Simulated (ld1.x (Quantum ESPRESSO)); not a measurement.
# PBEsol PAW dataset for Pm (Z = 61), scalar-relativistic all-electron reference.

- Element: promethium
- Generator: ld1.x (Quantum ESPRESSO) 7.5
- Type: PAW
- Functional: PBEsol
- Relativity: scalar-relativistic
- Frozen core: [Kr] 4d10
- Valence charge: 15
- Reference configuration: 4f5 5s2 5p6 5d0 6s0.5 6p0 (charge +1.5)
- Partial waves: 5s (bound): rcut 1.85, rcutus 2.25 bohr; 6s (bound): rcut 1.85, rcutus 2.25 bohr; 5p (bound): rcut 2.15, rcutus 2.55 bohr; 6p (bound, empty): rcut 2.15, rcutus 2.55 bohr; 5d (bound, empty): rcut 2.95, rcutus 3.80 bohr; 5d channel at 0.8 Ry: rcut 2.95, rcutus 3.80 bohr; 4f (bound): rcut 1.10, rcutus 1.55 bohr; 4f channel at -0.55 Ry: rcut 1.10, rcutus 1.55 bohr
- Local potential: all-electron potential smoothed inside 3.55 bohr (lloc = -1)
- Core correction: Bessel-smoothed model core inside 0.80 bohr
- Augmentation charge: GAUSS, radius 0.90 bohr

Calculated quality:

- Cutoffs needed: 60 Ry and 90 Ry (the cutoffs (Ry, on a coarse ladder) from which the occupation-weighted sum of valence levels, in a spherical-Bessel basis at the reference potential, stays within 10 and 1 mRy of its value at 400 Ry)
- Ghost test: no extra level below or beside the all-electron valence levels (s, p, d, f tested) (spherical-Bessel basis up to 400 Ry, 20 bohr box)
- Configuration tests: test run stopped at test 4 of 7 (negative rho)
- Lowest eigenvalue of the overlap operator: 0.10 (p channel)

Generation and tests took about 5.3 s on one core of a shared server CPU.
